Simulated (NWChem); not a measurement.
SiHSBr, singlet; SMILES S[Si]Br

```xyz
4

Si     1.0650    -0.6290     0.0000
Br    -0.1729     1.2638     0.0000
S     -0.5690    -2.0203     0.0000
H      0.2452    -3.1029     0.0000
```
Atoms are numbered in this order, from 1.

Computed with NWChem. Low-valent species are run as closed-shell singlets; no triplet was tried in these runs. The geometry was optimised at PBE0/def2-SVP. Ions are spin-unrestricted doublets at the neutral geometry; other ion states weren't tried.

For level M06-2X/def2-SVP:

```yaml
vertical ionisation energy, ΔSCF (eV): 9.43
"−ε(HOMO) (eV)": 8.14
```

### Question
Estimate the same quantities for level r2SCAN/def2-SVP.

### Answer
| Property | Result |
|---|---|
| vertical ionisation energy, ΔSCF (eV) | 9.17 |
| −ε(HOMO) (eV) | 6.34 |
